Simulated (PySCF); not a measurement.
CH$_{4}$MgS$_{2}$, singlet, geometry from GFN2-xTB (such geometries of metal compounds can be far from the true shape); DF-HF/cc-pV(D+d)Z (PySCF).

PySCF was given this input:
```python
from pyscf import gto, scf

mol = gto.Mole()
mol.atom = '''
    Mg   -0.387408   -0.016440    1.054891
    S    -1.409595    1.728276   -0.107346
    H    -2.177577    2.187184    0.868470
    S     1.232566   -1.439752    0.176392
    C     1.078385   -0.773742   -1.514992
    H     0.144573   -1.114043   -1.963511
    H     1.919434   -1.167137   -2.078907
    H     1.124625    0.317342   -1.499529
'''
mol.basis = 'cc-pv(d+d)z'
mol.charge = 0
mol.spin = 0
mol.verbose = 4
mol.max_memory = 1800
mol.build()

mf = scf.RHF(mol)
mf = mf.density_fit(auxbasis='def2-universal-jkfit')
mf.kernel()
```

### Question
Predict the main parts of the log of this PySCF run.

### Answer

```
PySCF version 2.14.0

[INPUT] verbose = 4
[INPUT] num. atoms = 8
[INPUT] num. electrons = 54
[INPUT] charge = 0
[INPUT] spin (= nelec alpha-beta = 2S) = 0
[INPUT] symmetry False subgroup None
[INPUT] Mole.unit = angstrom
[INPUT] Symbol           X                Y                Z      unit          X                Y                Z       unit  Magmom
[INPUT]  1 Mg    -0.387408000000  -0.016440000000   1.054891000000 AA   -0.732095018466  -0.031067097488   1.993455081269 Bohr   0.0
[INPUT]  2 S     -1.409595000000   1.728276000000  -0.107346000000 AA   -2.663748496556   3.265968307659  -0.202854540568 Bohr   0.0
[INPUT]  3 H     -2.177577000000   2.187184000000   0.868470000000 AA   -4.115024145152   4.133178744031   1.641170447401 Bohr   0.0
[INPUT]  4 S      1.232566000000  -1.439752000000   0.176392000000 AA    2.329212170451  -2.720736967295   0.333332570564 Bohr   0.0
[INPUT]  5 C      1.078385000000  -0.773742000000  -1.514992000000 AA    2.037852306839  -1.462160471073  -2.862919960907 Bohr   0.0
[INPUT]  6 H      0.144573000000  -1.114043000000  -1.963511000000 AA    0.273203375007  -2.105236160989  -3.710498032571 Bohr   0.0
[INPUT]  7 H      1.919434000000  -1.167137000000  -2.078907000000 AA    3.627204574178  -2.205569279846  -3.928564868441 Bohr   0.0
[INPUT]  8 H      1.124625000000   0.317342000000  -1.499529000000 AA    2.125233242839   0.599689467822  -2.833699125843 Bohr   0.0

nuclear repulsion = 217.383029170434
number of shells = 20
number of NR pGTOs = 192
number of NR cGTOs = 103
basis = cc-pv(d+d)z
ecp = {}

******** <class 'pyscf.df.df_jk.DFRHF'> ********
method = DFRHF
initial guess = minao
damping factor = 0
level_shift factor = 0
DIIS = <class 'pyscf.scf.diis.CDIIS'>
diis_start_cycle = 1
diis_space = 8
diis_damp = 0
SCF conv_tol = 1e-09
SCF conv_tol_grad = None
SCF max_cycles = 50
direct_scf = False
Set gradient conv threshold to 3.16228e-05
Initial guess from minao.
******** <class 'pyscf.df.df.DF'> ********
auxbasis = def2-universal-jkfit
init E= -1035.09746180708
  HOMO = -0.282320067719263  LUMO = -0.0675033358005219  gap/eV = 5.84546
cycle= 1 E= -1034.88665958816  delta_E= 0.211  |g|= 0.384  |ddm|=  4.4
  HOMO = -0.303405690876283  LUMO = -0.0257265295260964  gap/eV = 7.55603
cycle= 2 E= -1034.94093680924  delta_E= -0.0543  |g|= 0.164  |ddm|=  1.4
  HOMO = -0.328055261294973  LUMO = -0.0126754114434808  gap/eV = 8.58192
cycle= 3 E= -1034.94880985112  delta_E= -0.00787  |g|= 0.0361  |ddm|= 0.369
  HOMO = -0.325957554143927  LUMO = -0.0105140604173233  gap/eV = 8.58365
cycle= 4 E= -1034.94981417201  delta_E= -0.001  |g|= 0.0114  |ddm|= 0.149
  HOMO = -0.32490271496099  LUMO = -0.0116276717084167  gap/eV = 8.52465
cycle= 5 E= -1034.94989571537  delta_E= -8.15e-05  |g|= 0.00389  |ddm|= 0.0347
  HOMO = -0.324906139124764  LUMO = -0.0119164674591428  gap/eV = 8.51688
cycle= 6 E= -1034.94991184864  delta_E= -1.61e-05  |g|= 0.0011  |ddm|= 0.0178
  HOMO = -0.324816622304373  LUMO = -0.0120391421541015  gap/eV = 8.51111
cycle= 7 E= -1034.94991312383  delta_E= -1.28e-06  |g|= 0.00032  |ddm|= 0.00525
  HOMO = -0.324853825062875  LUMO = -0.0120571477672478  gap/eV = 8.51163
cycle= 8 E= -1034.94991321519  delta_E= -9.14e-08  |g|= 8.28e-05  |ddm|= 0.00169
  HOMO = -0.324835117960791  LUMO = -0.0120625426177057  gap/eV = 8.51098
cycle= 9 E= -1034.94991322304  delta_E= -7.85e-09  |g|= 2.35e-05  |ddm|= 0.000524
  HOMO = -0.324836011050964  LUMO = -0.0120629092507363  gap/eV = 8.51099
cycle= 10 E= -1034.94991322369  delta_E= -6.51e-10  |g|= 8.23e-06  |ddm|= 0.000164
  HOMO = -0.324834278691093  LUMO = -0.0120631404096292  gap/eV = 8.51094
Extra cycle  E= -1034.94991322376  delta_E= -6.41e-11  |g|= 4.04e-06  |ddm|= 3.48e-05
converged SCF energy = -1034.94991322376
```
